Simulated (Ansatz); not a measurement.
C2H3AlFNO2 (SMILES C[O][Al]([F])[N]=C=O), singlet, geometry from GFN2-xTB (such geometries of metal compounds can be far from the true shape); CASSCF(4,6)/STO-3G in Ansatz (a program for electronic structure).

Here is a job for Ansatz.
Ansatz 0.2 input:
```yaml
crystal:
  periodic: [false, false, false]
  atoms:
    - {symbol: Al, position_ang: [-0.41083007, -0.51040573, 0.17870785]}
    - {symbol: F, position_ang: [-1.10744230, -1.30536950, 1.43510818]}
    - {symbol: N, position_ang: [0.64513027, 0.86952734, 0.55919384]}
    - {symbol: C, position_ang: [1.31089604, 1.75154815, 1.00902350]}
    - {symbol: O, position_ang: [1.96328347, 2.61370277, 1.40972066]}
    - {symbol: O, position_ang: [-0.69755088, -0.99605274, -1.35130657]}
    - {symbol: C, position_ang: [-0.79089693, -1.21860007, -2.73182426]}
    - {symbol: H, position_ang: [-0.36731201, -2.19591880, -2.97210169]}
    - {symbol: H, position_ang: [-1.84053169, -1.19852761, -3.03239217]}
    - {symbol: H, position_ang: [-0.24615199, -0.44753375, -3.27954666]}
basis:
  gaussian:
    orbitals: STO-3G
hamiltonian:
  xc: hf
magnetization: {spin_polarized: false}
correlation: {active_space: {window: {electrons: 4, orbitals: 6}}}
```

Output, abridged:

```
Functional definition: HF
564 factors; integrals over basis functions are off by at most 3.1e-5 eV
mean field evaluation 1: about -16733.4518 eV, gradient 4.0e1 eV
mean field evaluation 2: about -16733.6117 eV, gradient 4.0e1 eV
mean field evaluation 4: about -16738.4759 eV, gradient 4.1e0 eV
mean field evaluation 8: about -16738.5276 eV, gradient 2.5e-2 eV
mean field -16738.52308084 eV, -615.1293774426 hartree, gradient 1.9e-6 eV, S^2 0.000000; 0 other end points of the search recorded, 0 dependent functions left out
reference -16738.52308084 eV, -615.1293774426 hartree; 30, 30 occupied and 12, 12 virtual orbitals, 564 factors
state -16740.39892593 eV, -615.1983134780 hartree
1 active orbitals were swapped for others, from the solution at -16740.39807810 eV, -615.1982823208 hartree to that at -16740.39892593 eV, -615.1983134780 hartree; typed "places" are swapped only where nearly empty or full, and so, without "given_window_search", are "orbital_numbers", "shells" and a window whose orbitals a file names under [Active]
Total energy: -16740.39892593 eV, -615.1983134780 hartree
```
